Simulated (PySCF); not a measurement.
Bonds (- single, = double, # triple, : aromatic): C1#C2 1.218 Å, C2-B3 1.523 Å, B3-C4 1.522 Å, C4#C5 1.218 Å, B3-S6 1.786 Å, S6-C7 1.813 Å. C1 carries H8; C5 carries H9; C7 carries H10, H11, H12.

Geometry: PBE0-D3(BJ)/def2-SVP; GIAO shifts from PySCF 2.14.0 with density-fitted response routines, gas phase, non-relativistic, averaged over equivalent atoms.

At PBE0/pcSseg-0 (77 basis functions, 9.8 s wall time on 1 thread of an Arm Neoverse N1, shared host):
```csv
atoms,δ (ppm)
C1/C5,126.2
C2/C4,95.6
C7,21.1
B3,47.1
S6,95.2
H8/H9,4.05
H10/H11/H12,2.39
```

Referencing at the same level of theory: TMS for $^{13}$C (σref 193.52) and $^{1}$H (σref 32.83); $^{11}$B (σref 104.89) against BF3·OEt2; $^{33}$S (σref 515.45) against CS2.

**Question.** Predict the values at LC-wPBE/pcSseg-1 on the same geometry.

**Answer.** 
```csv
atoms,δ at LC-wPBE/pcSseg-1,change
C1/C5,124.3,-1.9
C2/C4,90.2,-5.4
C7,16.7,-4.4
B3,48.5,+1.4
S6,82.7,-12.5
H8/H9,3.92,-0.13
H10/H11/H12,2.22,-0.17
```

Referencing at the same level of theory: TMS for $^{13}$C (σ = 188.56 ppm), $^{1}$H (σ = 31.33 ppm); BF3·OEt2 for $^{11}$B (σ = 101.21 ppm); $^{33}$S (σ = 493.10 ppm) vs CS2.

The largest change is at S6 (sulfur bonded to C, B). Cost: 151 basis functions, 37 s wall time on 1 thread of an Arm Neoverse N1, shared host. The order of the carbon signals is the same at both levels.

A carbon bonded to boron is broadened by the quadrupolar boron nucleus and is often missing from a measured spectrum.
